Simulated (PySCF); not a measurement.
Excitation energy of Cl by level of theory

Cl [Ne] 3s2 3p5 (2P) → Cl [Ne] 3s1 3p6 (2S), as a difference of total energies. All numbers are calculated (PySCF 2.14, the non-relativistic Hamiltonian (point nucleus), in aug-cc-pwCVTZ). Correlated levels: nothing frozen. The calculations carry no spin-orbit coupling.

```tsv
method	excitation energy (cm⁻¹)
UHF	124330
MP2 (all electrons)	103620
SCS-MP2 (all electrons)	101830
CCSD (all electrons)	94496
CCSD(T) (all electrons)	85626
```

Errors of the correlated levels include the incompleteness of this basis.

The coupled-cluster amplitudes are large for the upper state (T1 above 0.03 or a double amplitude above 0.15), so a single reference is strained.

Task: Which method comes closest to the reference value, and which is furthest?

Result: The reference is 85385 cm⁻¹ (measured; NIST levels, between the centres of gravity of the two terms). Closest: CCSD(T) (all electrons) (error 241.04 cm⁻¹); furthest: UHF (error 38941 cm⁻¹).
